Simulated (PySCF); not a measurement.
Atoms are numbered as in `[CH2:1]=[C:2]1/[C:3](=[CH:4]\[F:5])[CH2:6][C@@H:7]1[C:8]#[N:9]`. Each H is labelled by its parent atom. Ha(C1) is cis to C3; Ha(C6) is cis to C8 on the ring; Hb(C1) is trans to C3; Hb(C6) is trans to C8 on the ring.

Method: GFN2-xTB structure, shielding tensors at PBE0/pcSseg-1 (GIAO), in PySCF 2.14.0 with density-fitted response routines (in vacuum, one conformer, relativity neglected).

**Question.** Predict the 2D correlation tables (HSQC, COSY, HMBC).

**Answer.** 

HSQC (one-bond C–H):
```csv
δH,δC
6.87 (H(C4)),155.7 (C4)
6.09 (Ha(C1)),123.3 (C1)
5.86 (Hb(C1)),123.3 (C1)
3.35 (H(C7)),26.6 (C7)
3.03 (Hb(C6)),29.8 (C6)
2.94 (Ha(C6)),29.8 (C6)
```

COSY cross peaks (H two or three bonds apart, from the bond graph; peaks can be absent where the dihedral angle is near 90°):
```csv
δH,δH
6.09 (Ha(C1)),5.86 (Hb(C1))
3.35 (H(C7)),3.03 (Hb(C6))
3.35 (H(C7)),2.94 (Ha(C6))
3.03 (Hb(C6)),2.94 (Ha(C6))
```

HMBC (two and three bonds, from the bond graph):
```csv
δH,δC
6.87 (H(C4)),"145.7 (C2), 125.1 (C3), 29.8 (C6)"
6.09 (Ha(C1)),"145.7 (C2), 125.1 (C3), 26.6 (C7)"
5.86 (Hb(C1)),"145.7 (C2), 125.1 (C3), 26.6 (C7)"
3.35 (H(C7)),"145.7 (C2), 125.1 (C3), 124.6 (C8), 123.3 (C1), 29.8 (C6)"
3.03 (Hb(C6)),"155.7 (C4), 145.7 (C2), 125.1 (C3), 124.6 (C8), 26.6 (C7)"
2.94 (Ha(C6)),"155.7 (C4), 145.7 (C2), 125.1 (C3), 124.6 (C8), 26.6 (C7)"
```

References, each an isolated molecule treated in the same way: TMS for ¹H and ¹³C.

Shifts are as computed. Against solution values, carbons near 30 ppm lie about +3 ppm off and those near 130 ppm about +5 ppm. Of 1211 compounds with measured shifts, 218 miss one by over three times the rms of a fit or turn the order of signals round; such compounds aren't used in these exercises.
